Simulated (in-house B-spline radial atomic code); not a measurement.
Settings and results of a run for neutral molybdenum. Method: scalar-relativistic (X2C) B3LYP, spin-polarised, spherical fractional occupations, exact exchange averaged over the configuration, Fermi nucleus of rms radius 4.4091 fm. Calculated with a radial B-spline atomic code at the basis-set limit.

Command:
```bash
python run_scf.py task.json out
```
Settings (nuclear radius in fm, mass in u):
```
Z                42
configuration    [Kr] 4d5 5s1
hamiltonian      x2c
method           b3lyp
spin_polarised   True
nucleus          fermi
rms_radius       4.4091
atomic_mass      97.9054
speed_of_light   137.035999084
exact_exchange   averaged over the configuration
```

Output (hartree, bohr):
```
 radial grid: 78 intervals, B-splines of order 8, outer radius 50 bohr

 iter        energy (Eh)    residual
    1       -4042.895143    4.18e-01
    2       -4045.284835    2.51e-01
    3       -4048.280036    6.14e-02
    4       -4048.435082    2.08e-02
    5       -4048.452248    6.77e-03
    6       -4048.454422    3.99e-03
    7       -4048.454850    1.83e-03
    8       -4048.455056    1.32e-04
    9       -4048.455057    1.89e-05
   10       -4048.455057    6.14e-07
   11       -4048.455057    1.06e-07

 total energy                     -4048.45506
 kinetic                            4197.5710
 electron-nucleus                  -9782.9471
 Hartree                            1661.8339
 exact exchange                      -24.5350
 exchange-correlation               -100.3778

 orbital      occ     eigenvalue          <r>       <r^2>       <1/r>       r_max
 1s up      1.000      -729.6919    0.0346714  0.00163308     44.9783     0.02229
 1s down    1.000      -729.6915    0.0346714  0.00163308     44.9783     0.02229
 2s up      1.000      -103.6180     0.153272   0.0277587     10.0687      0.1295
 2s down    1.000      -103.5970      0.15326   0.0277545     10.0697      0.1295
 2p up      3.000       -92.6233     0.133758    0.021879     9.56052      0.1033
 2p down    3.000       -92.6061     0.133741   0.0218734     9.56153      0.1033
 3s up      1.000       -17.8563     0.428383    0.210368     3.42074      0.3836
 3s down    1.000       -17.8441     0.428372    0.210316     3.41993      0.3836
 3p up      3.000       -14.2300     0.430162    0.215458     3.21361      0.3771
 3p down    3.000       -14.2166      0.43009    0.215317     3.21311      0.3772
 3d up      5.000        -8.3193     0.415116    0.207243     2.96928      0.3225
 3d down    5.000        -8.2961     0.415145     0.20716     2.96818      0.3227
 4s up      1.000        -2.5102      1.11247     1.40414     1.23093      0.9915
 4s down    1.000        -2.3952      1.10524     1.38632     1.24166      0.9861
 4p up      3.000        -1.5305      1.24514     1.78171     1.07955       1.075
 4p down    3.000        -1.3962      1.23566     1.75548     1.09032       1.067
 4d up      5.000        -0.2003      1.95359      4.7589    0.699068       1.391
 5s up      1.000        -0.1838      3.51033     14.1648    0.365507       2.909
```

Cost of the run: 1.2 s on 1 thread of Intel(R) Xeon(R) Platinum 8375C CPU @ 2.90GHz (shared host).

One-electron X2C: radii and densities carry no picture-change correction, so inner-shell <1/r> comes out high (for 1s by about 2 % at Z = 33, 5 % at 54, 10 % at 75, 30 % at 118) and <r> low.
